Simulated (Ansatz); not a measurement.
Born–Oppenheimer molecular dynamics of BFH4N2 (8 atoms, charge 0, multiplicity 1). It starts from a relaxed structure.

Level of theory: RKS B3LYP-D4/def2-SVP in Ansatz 0.2.0.

```json
{
  "ensemble": "NVT, Langevin thermostat",
  "time step": "0.5 fs",
  "steps asked": "250",
  "set temperature": "50 K",
  "friction": "0.02 /fs",
  "seed": "967491"
}
```

Frames 5 fs apart, positions in Å.

Velocities at 5.0 fs (Å/ps):

```
B -1.56 1.36 -0.49
N 0.01 -2.36 -1.29
H 0.70 -0.12 -4.55
H 2.22 -7.12 -4.13
F -0.47 0.92 0.97
N -0.81 -1.15 -0.21
H 5.86 -5.37 -4.20
H -1.33 -0.27 -6.92
```

```xyz
8
Properties=species:S:1:pos:R:3 time_fs=5.0 energy_less_start_eV=0.016 T=22
B -0.111 0.126 0.071
N -0.021 -0.110 1.448
H -0.808 -0.389 2.011
H 0.862 -0.031 1.933
F 1.028 0.490 -0.574
N -1.284 -0.012 -0.708
H -2.176 -0.316 -0.365
H -1.306 0.148 -1.712
8
Properties=species:S:1:pos:R:3 time_fs=10.0 energy_less_start_eV=0.015 T=26
B -0.116 0.133 0.062
N -0.020 -0.120 1.448
H -0.814 -0.385 2.018
H 0.864 -0.048 1.932
F 1.028 0.497 -0.569
N -1.287 -0.018 -0.712
H -2.182 -0.352 -0.346
H -1.286 0.149 -1.699
8
Properties=species:S:1:pos:R:3 time_fs=15.0 energy_less_start_eV=0.029 T=19
B -0.118 0.135 0.054
N -0.022 -0.128 1.449
H -0.802 -0.381 2.032
H 0.856 -0.059 1.948
F 1.026 0.507 -0.561
N -1.290 -0.023 -0.718
H -2.148 -0.356 -0.332
H -1.249 0.174 -1.722
8
Properties=species:S:1:pos:R:3 time_fs=20.0 energy_less_start_eV=0.018 T=31
B -0.114 0.131 0.056
N -0.031 -0.130 1.448
H -0.807 -0.394 2.053
H 0.843 -0.068 1.953
F 1.027 0.519 -0.555
N -1.287 -0.026 -0.723
H -2.175 -0.358 -0.352
H -1.279 0.170 -1.699
8
Properties=species:S:1:pos:R:3 time_fs=25.0 energy_less_start_eV=0.023 T=29
B -0.113 0.126 0.063
N -0.052 -0.131 1.452
H -0.819 -0.418 2.034
H 0.837 -0.065 1.939
F 1.031 0.529 -0.556
N -1.285 -0.027 -0.720
H -2.184 -0.318 -0.381
H -1.328 0.155 -1.730
8
Properties=species:S:1:pos:R:3 time_fs=30.0 energy_less_start_eV=0.015 T=27
B -0.115 0.123 0.056
N -0.065 -0.130 1.454
H -0.840 -0.451 2.016
H 0.828 -0.073 1.921
F 1.027 0.533 -0.552
N -1.286 -0.029 -0.723
H -2.187 -0.287 -0.346
H -1.314 0.134 -1.710
8
Properties=species:S:1:pos:R:3 time_fs=35.0 energy_less_start_eV=0.015 T=18
B -0.117 0.119 0.054
N -0.070 -0.128 1.450
H -0.841 -0.493 2.001
H 0.818 -0.074 1.934
F 1.023 0.535 -0.545
N -1.289 -0.033 -0.727
H -2.189 -0.263 -0.309
H -1.289 0.122 -1.730
8
Properties=species:S:1:pos:R:3 time_fs=40.0 energy_less_start_eV=0.016 T=21
B -0.123 0.112 0.053
N -0.070 -0.126 1.446
H -0.828 -0.527 1.980
H 0.787 -0.059 1.974
F 1.020 0.534 -0.542
N -1.289 -0.038 -0.725
H -2.182 -0.252 -0.337
H -1.283 0.104 -1.733
8
Properties=species:S:1:pos:R:3 time_fs=45.0 energy_less_start_eV=0.027 T=18
B -0.123 0.109 0.055
N -0.066 -0.126 1.441
H -0.819 -0.562 1.957
H 0.780 -0.045 1.999
F 1.019 0.535 -0.544
N -1.286 -0.038 -0.731
H -2.217 -0.274 -0.366
H -1.280 0.084 -1.725
8
Properties=species:S:1:pos:R:3 time_fs=50.0 energy_less_start_eV=0.026 T=26
B -0.110 0.114 0.060
N -0.065 -0.128 1.446
H -0.812 -0.611 1.932
H 0.775 -0.041 1.993
F 1.015 0.540 -0.550
N -1.287 -0.041 -0.735
H -2.184 -0.298 -0.392
H -1.266 0.073 -1.747
8
Properties=species:S:1:pos:R:3 time_fs=55.0 energy_less_start_eV=0.023 T=25
B -0.108 0.121 0.059
N -0.068 -0.132 1.457
H -0.804 -0.641 1.923
H 0.791 -0.027 1.988
F 1.012 0.545 -0.559
N -1.280 -0.043 -0.740
H -2.185 -0.339 -0.360
H -1.247 0.068 -1.742
8
Properties=species:S:1:pos:R:3 time_fs=60.0 energy_less_start_eV=0.022 T=26
B -0.120 0.121 0.059
N -0.071 -0.139 1.462
H -0.801 -0.651 1.941
H 0.784 -0.028 1.982
F 1.013 0.548 -0.565
N -1.272 -0.046 -0.735
H -2.140 -0.373 -0.355
H -1.249 0.059 -1.739
```

Of the whole run (125 fs, mean temperature of the second half 45 K): The mean temperature of the second half is 11 % below the set value. A run of 0.12 ps of so small a system gives no equilibrium averages.

Time of the run: 3.8 min on 2 threads of Arm Neoverse V2, on a shared host, peak memory 0.14 GiB.
